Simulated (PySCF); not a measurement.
Computed with PBE-D3(BJ)/def2-TZVP // B3LYP-D3(BJ)/def2-SVP (PySCF). All species are isolated molecules in the gas phase. One relaxed conformer stands for a flexible species; it need not be the lowest. 

Reference species (SMILES): `[Ge]([F])([F])([F])[F]` (neutral, multiplicity 1).

```yaml
LUMO: -3.11 eV
S1 oscillator strength: 0.000
```

Changed species: `C[O][Ge]([F])([F])[O]C` (C–O–Ge–F torsion 170°, F–Ge–O–C torsion 67°) (2 of 4 F replaced by OCH3; the reference has 0 of 4 F replaced by OCH3).

**Question.** Give the shifts of the LUMO and S1 oscillator strength.

**Answer.** the LUMO rises by 1.34 eV, to -1.77 eV; the S1 oscillator strength hardly moves.
